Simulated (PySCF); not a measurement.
Structure elucidation problem

Molecular formula: C5H9FOSi2. Simulated spectra:

¹H NMR (300 MHz, computed): δ 9.70 (m, 1H), 7.86 (m, 1H), 6.55 (m, 1H), 5.47 (m, 1H), 4.96 (m, 1H), 4.85 (m, 1H), 4.36 (m, 1H), 4.33 (m, 1H), 3.72 (m, 1H).

¹³C{¹H} NMR (computed): δ 206.5 (CH), 165.7 (CH), 136.5 (CH), 85.8 (CH), 53.3 (CH).

All values are calculated (PySCF): GFN2-xTB geometry, NMR shieldings at PBE0/pcSseg-1/GIAO. No solvent, single conformer, non-relativistic Hamiltonian.

Scale: ¹H and ¹³C against TMS (reference shieldings calculated alike).

Problem. Choose the structure that fits.
A. C[SiH2][C@@H](F)C#C[SiH2]C=O
B. O=C[C@@H]1[SiH2]C=C[SiH2][C@H]1F
C. C[SiH2][Si@H](F)c1ccco1

Solution. B. 

1. The formula gives 3 degrees of unsaturation (1 ring in the answer).
2. 5 carbon signals for 5 carbons: no two carbons are equivalent.
3. Carbon types of the structure: 5 × CH, leaving 4 H on heteroatoms.
4. δC 206.5: aldehyde carbonyl carbon; the double bond to the heteroatom, with no lone-pair donor beside it, deshields it most.
5. δC 165.7, 136.5: alkene CH.
6. δC 85.8: sp3 CH bonded to F and Si; the inductive effect lowers its shielding.
7. δH 9.70: hydrogen on an aldehyde carbonyl carbon; deshielded by the polar, anisotropic C=O bond.
8. δH 5.47: hydrogen on an sp3 CH bonded to F and Si; its carbon carries F, which withdraws density.

The others: C[SiH2][Si@H](F)c1ccco1 would give 7 signals for carbon-bound and other non-exchanging H, not 9; C[SiH2][C@@H](F)C#C[SiH2]C=O would give 7 signals for carbon-bound and other non-exchanging H, not 9.

Splittings by ¹⁹F in the carbon and heteronuclear signals aren't shown, as no couplings were computed. Shifts are as computed. Against solution values, carbons near 30 ppm lie about +3 ppm off and those near 130 ppm about +5 ppm. Of 1309 compounds with measured shifts, 239 miss one by over three times the rms of a fit or turn the order of signals round; such compounds aren't used in these exercises. Multiplicities follow the n + 1 count of equivalent neighbours, as no J values were calculated; m marks all less simple cases, F and P coupling included.
